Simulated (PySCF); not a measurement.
**A barrier at the coupled-cluster level**

Start structure (GeH4O, singlet), relaxed at PBE0-D4/def2-TZVP:

| atom | x (Å) | y (Å) | z (Å) |
| --- | --- | --- | --- |
| Ge1 | -0.1189 | 0.4723 | -1.0018 |
| O2 | -0.6975 | -1.1765 | -0.5967 |
| H3 | 0.8775 | 0.8016 | 1.4101 |
| H4 | -1.1391 | 1.1630 | 0.0178 |
| H5 | 1.5164 | 0.7139 | 1.0215 |
| H6 | -0.2225 | -1.8451 | -1.0975 |

The step: GeH₂O ([OH][GeH]) + H₂ → GeH₄O ([OH2][GeH2]); bonds formed: Ge1–H5, O2–H3; bonds broken: H3–H5; bonds weakened to dative contacts: Ge1–O2. Program: PySCF 2.14 with density fitting (its default auxiliary sets; JK sets also for MP2 and CCSD(T)). Basis: def2-TZVPP and def2-QZVPP. Cores are frozen in the correlated methods. Filled d shells of the heavier atoms are correlated. The def2 sets are not built for correlating such inner shells, so the correlated values are less sure here. Extrapolation: Hartree–Fock as exp(−7.88 √X), correlation as X^−2.97. Energies below are by CCSD(T) at an estimated basis limit (MP2 extrapolated from triple and quadruple zeta, plus CCSD(T) − MP2 in triple zeta).

(1) What are the electronic barrier and the energy of the step, from the start structure to the end structure? (An estimate is asked for; the value comes from the calculation.)

T1 diagnostic: at most 0.016.

## Answers

(1) The calculation gives: Barrier 26.67 kcal/mol; step energy 3.09 kcal/mol (uphill); reverse barrier, their difference, 23.58 kcal/mol. Barrier and step energy count from the start structure, the reverse barrier from the end structure.

The saddle point: One imaginary mode of 1274i cm⁻¹.
| pair | start (Å) | saddle (Å) | end (Å) |
| --- | --- | --- | --- |
| Ge1–H5 | 2.61 | 1.83 | 1.61 |
| O2–H3 | 3.23 | 1.34 | 0.96 |
| Ge1–O2 | 1.79 | 2.00 | 2.23 |
| H3–H5 | 0.75 | 0.97 | 2.59 |

Zero-point energy (harmonic, PBE0-D4): ZPE is 20.62 kcal/mol at the start and 21.46 kcal/mol at the saddle, so the barrier goes from 26.67 to 27.51 kcal/mol.

Labels in which every atom is bracketed show which atoms are joined, not bond orders.

For scale, one of the runs: CCSD(T)/def2-TZVPP, 135 basis functions, launched by `OMP_NUM_THREADS=4 python run.py`. Time: 79 s of wall clock on 4 CPU threads of an Arm Neoverse V2; the host was shared. Peak host memory: 0.86 GiB.
